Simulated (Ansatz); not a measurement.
Ansatz (a quantum-chemistry and plane-wave program) input (CCSD(T)/def2-SVPD):

Ansatz 0.2 input:
```yaml
crystal:
  periodic: [false, false, false]
  atoms:
    - {symbol: Sn, position_ang: [-0.01876508, 0.00590303, 0.48822962]}
    - {symbol: Cl, position_ang: [1.34296491, 1.56781976, -0.68648957]}
    - {symbol: Cl, position_ang: [-1.28777351, -1.58518162, -0.74947989]}
basis:
  gaussian:
    orbitals: def2-SVPD
magnetization: {spin_polarized: true, initial_magnetization: 2}
correlation: {method: ccsd_t, electrons: outside_noble_gas}
output: {forces: true}
```

End of the output:

```
integrals: 0.14 GiB planned
916 factors; integrals over basis functions are off by at most 1.5e-4 eV
mean field: 0.46 GiB planned
mean field evaluation 1: about -30804.7714 eV, gradient 1.2e1 eV
mean field evaluation 2: about -30804.8618 eV, gradient 1.2e1 eV
mean field evaluation 4: about -30806.1827 eV, gradient 1.8e0 eV
mean field evaluation 8: about -30806.2687 eV, gradient 3.2e-1 eV
mean field evaluation 16: about -30806.2740 eV, gradient 3.0e-6 eV
mean field evaluation 32: about -30803.8326 eV, gradient 2.8e0 eV
mean field evaluation 64: about -30803.1009 eV, gradient 9.4e-4 eV
mean field -30806.27401246 eV, -1132.1096887154 hartree, gradient 3.0e-6 eV, S^2 2.014983; 2 other end points of the search recorded, 0 dependent functions left out
determinant -30806.27401246 eV, -1132.1096887154 hartree, with singles and doubles -30816.22170028 eV, -1132.4752595000 hartree
determinant -30804.03650005 eV, -1132.0274616509 hartree, with singles and doubles -30814.23138854 eV, -1132.4021168928 hartree
determinant -30803.10088624 eV, -1131.9930784778 hartree, with singles and doubles -30813.52978663 eV, -1132.3763334979 hartree
19 core orbitals not correlated
reference -30806.27401246 eV, -1132.1096887154 hartree; 10, 8 occupied and 57, 59 virtual orbitals, 916 factors
densities: 0.53 GiB planned
second order -9.16325630 eV of doubles, -0.00000000 eV of singles
coupled cluster: 0.40 GiB planned
cycle   1  -9.94927849 eV  change   -1.9e-1 eV  update   2.6e-2
cycle   2  -9.96835508 eV  change   -1.9e-2 eV  update   6.7e-3
cycle   3  -9.97177330 eV  change   -3.4e-3 eV  update   3.2e-3
cycle   4  -9.97256035 eV  change   -7.9e-4 eV  update   1.1e-3
cycle   5  -9.97269217 eV  change   -1.3e-4 eV  update   6.1e-4
cycle   6  -9.97294026 eV  change   -2.5e-4 eV  update   3.4e-4
cycle   7  -9.97296100 eV  change   -2.1e-5 eV  update   1.3e-4
cycle   8  -9.97296695 eV  change   -6.0e-6 eV  update   6.1e-5
cycle   9  -9.97296979 eV  change   -2.8e-6 eV  update   2.5e-5
cycle  10  -9.97296758 eV  change    2.2e-6 eV  update   1.2e-5
cycle  11  -9.97296649 eV  change    1.1e-6 eV  update   4.4e-6
cycle  12  -9.97296555 eV  change    9.4e-7 eV  update   1.6e-6
cycle  13  -9.97296532 eV  change    2.3e-7 eV  update   6.1e-7
perturbative correction -0.31039204 eV, -0.0114066969 hartree
the calculation of the forces begins
Total energy: -30816.55736982 eV, -1132.4875951280 hartree
Atom 0 at    -0.018765     0.005903     0.488230 Å, force    -0.011777     0.003705     0.306414 eV/Å
Atom 1 at     1.342965     1.567820    -0.686490 Å, force     0.146642     0.166844    -0.149837 eV/Å
Atom 2 at    -1.287774    -1.585182    -0.749480 Å, force    -0.134865    -0.170549    -0.156577 eV/Å
Dipole moment:    -0.016459     0.005177     0.428218 e Å
```

This is an excited triplet: at this geometry the singlet lies 2.51 eV lower at RI-MP2/CBS(def2-TZVPPD,def2-QZVPPD)+[CCSD(T)-MP2]/def2-TZVPPD.
